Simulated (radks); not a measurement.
The numbers below are computed, except where a source is named.
Radial electron density D(r) = 4 pi r^2 rho(r) of an atom or ion with 25 electrons. Code: a radial shooting solver on a logarithmic mesh with Libxc functionals. Model: Dirac Kohn-Sham, PBE, spin-unpolarised, spherical densities, finite nucleus; Fermi nuclear charge, rms radius of each element as measured or else 0.836 A^(1/3) + 0.57 fm.

r (bohr)  D(r) (e/bohr)
0.006688          5.094
0.007662          6.325
0.008849          7.891
0.01014           9.639
0.01161           11.66
0.01331           13.95
0.01537           16.64
0.01761           19.37
0.02017           22.17
0.02311           24.91
0.02669           27.54
0.03058           29.56
0.03503           30.91
0.04014           31.44
0.04598           31.08
0.0531            29.81
0.06084           28.05
0.0697            26.20
0.07986           24.82
0.09223           24.44
0.1057            25.46
0.1211            27.74
0.1387            30.72
0.1602            33.60
0.1835            34.90
0.2102            33.96
0.2409            30.60
0.2782            25.15
0.3187            19.62
0.3651            15.28
0.4183            13.15
0.4831            13.35
0.5535            14.90
0.6341            16.36
0.7265            16.60
0.8323            15.24
0.9613            12.44
1.101             9.305
1.262             6.422
1.446             4.185
1.669             2.594
1.913             1.679
2.191             1.134
2.511            0.7961
2.899            0.5527
3.322            0.3802
3.806            0.2463
4.36             0.1468
5.035           0.07572
5.769           0.03555
6.609           0.01428
7.572          0.004758
8.745          0.001173
10.02         0.0002417

What is the nuclear charge?

Answer. Z = 26. The innermost maximum, from 1s, lies near gamma/Z bohr with gamma = sqrt(1 - (Z/c)^2) = 0.982, here 0.0378 bohr (found: 0.0408), and its height grows with Z. The density is that of the iron ion Fe+ in [Ar] 3d6 4s0.5 4p0.5; the configuration itself is not fixed sharply by these data, and Z only to about a unit. D(r) has 3 maxima, at r = 0.0408, 0.186, 0.692 bohr, and minima at 0.0893, 0.442 bohr, inside which lie 2.12, 10.67 electrons.
